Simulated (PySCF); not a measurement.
# Simulated absorption spectrum

Species: zinc dihydride, ZnH₂ (singlet state).
Z-matrix (Å and degrees, PBE0-D3(BJ)/def2-SVP geometry), rows numbered from 1:
```
Zn
H   1  1.5504
H   1  1.5504  2  179.90
```

Method used: TDDFT wB97X-D/def2-SVPD, vertical, gas phase, core orbitals frozen in the response (PySCF 2.14.0, density-fitted response routines).

Computed states:

```json
{"state": "S1", "E (eV)": "5.90", "f": "0.0000"}
{"state": "S2", "E (eV)": "5.90", "f": "0.0000"}
{"state": "S3", "E (eV)": "8.15", "f": "0.394"}
{"state": "S4", "E (eV)": "8.15", "f": "0.394"}
{"state": "S5", "E (eV)": "8.84", "f": "0.0036"}
{"state": "S6", "E (eV)": "9.09", "f": "1.141"}
{"state": "S7", "E (eV)": "9.54", "f": "0.0000"}
{"state": "S8", "E (eV)": "9.93", "f": "0.0000"}
{"state": "S9", "E (eV)": "11.11", "f": "0.0000"}
```

Each state is given a Gaussian of 0.25 eV full width at half maximum, with ε(max) = 2.175×10⁸ f / Δν̃ (Δν̃ the width in cm⁻¹). The width is an assumption, not a result. The curve ends short of the highest state used, and states not computed would add to its high-energy end.

Q: Give the broadened spectrum and its maxima.

A: 
```csv
E (eV),ε (L mol⁻¹ cm⁻¹)
5.52,0
5.66,0
5.81,0
5.95,0
6.09,0
6.23,0
6.38,0
6.52,0
6.66,0
6.80,0
6.95,0
7.09,0
7.23,0
7.38,0
7.52,0
7.66,2
7.80,400
7.95,15036
8.09,73361
8.23,62889
8.37,9472
8.52,185
8.66,131
8.80,3516
8.94,47183
9.09,123039
9.23,49925
9.37,3560
9.52,31
9.66,0
9.80,0
9.94,0
10.09,0
10.23,0
10.37,0
10.51,0
```

Maxima: 152 nm (8.15 eV), ε about 85000, made up of S3 (50%) and S4 (50%); 136 nm (9.09 eV), ε about 120000, made up of S6 (100%) (ε in L mol⁻¹ cm⁻¹; maxima over ε = 5, shares over 10%).

Q: What would ε be at 9.09 eV, the highest of these maxima, with half the width (0.125 eV)?

A: About 246000 L mol⁻¹ cm⁻¹ against 123000, a factor of about 2.00; a lone state at its own centre would give exactly 2.

Q: Coming from long wavelengths, where does ε first pass 100 L mol⁻¹ cm⁻¹?

A: At about 160 nm (7.76 eV), 1.86 eV above S1.

The vertical ionisation energy is 10.74 eV (ΔSCF), so S9 and higher lie in the continuum; a finite Gaussian basis only mimics such states.
